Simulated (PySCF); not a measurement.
PySCF 2.14 output of an unrestricted PBE calculation on a single atom or ion in ANO-RCC-VTZP, with the spin-free X2C one-electron Hamiltonian (Gaussian nucleus):

```
SCF conv_tol = 1e-09
number electrons alpha = 40  beta = 35
    J. P. Perdew, K. Burke, and M. Ernzerhof.,  Phys. Rev. Lett. 77, 3865 (1996)
    J. P. Perdew, K. Burke, and M. Ernzerhof.,  Phys. Rev. Lett. 78, 1396 (1997)
    J. P. Perdew, K. Burke, and M. Ernzerhof.,  Phys. Rev. Lett. 77, 3865 (1996)
    J. P. Perdew, K. Burke, and M. Ernzerhof.,  Phys. Rev. Lett. 78, 1396 (1997)
cycle= 1 E= -17254.402553947  delta_E= -0.0208  |g|= 0.358  |ddm|= 0.264
cycle= 2 E= -17254.3908636792  delta_E= 0.0117  |g|= 0.542  |ddm|= 0.153
cycle= 3 E= -17254.4110135197  delta_E= -0.0201  |g|= 0.00804  |ddm|= 0.0888
cycle= 4 E= -17254.4110229308  delta_E= -9.41e-06  |g|= 0.000796  |ddm|= 0.00385
cycle= 5 E= -17254.4110231171  delta_E= -1.86e-07  |g|= 0.000367  |ddm|= 0.000943
cycle= 6 E= -17254.4110231544  delta_E= -3.72e-08  |g|= 1.76e-05  |ddm|= 0.000265
cycle= 7 E= -17254.4110231545  delta_E= -1.24e-10  |g|= 1.03e-06  |ddm|= 2.26e-05
converged SCF energy = -17254.4110231545  <S^2> = 8.7514234  2S+1 = 6.0004744
```

The run itself started from symmetry-adapted Hartree-Fock orbitals and held the occupation by maximum overlap, on a logarithmic radial grid, so the iterations belong to that start.

Question: Which element, charge and spin multiplicity is this?

Answer: Os⁺ (osmium, charge +1), multiplicity 6; the state was [Xe] 4f14 5d6 6p1, one real determinant (an excited configuration).

⟨L²⟩ = 8.08 against 12 for a pure F term, so this real determinant mixes terms. Spin-orbit coupling, absent here, splits the open shell strongly.
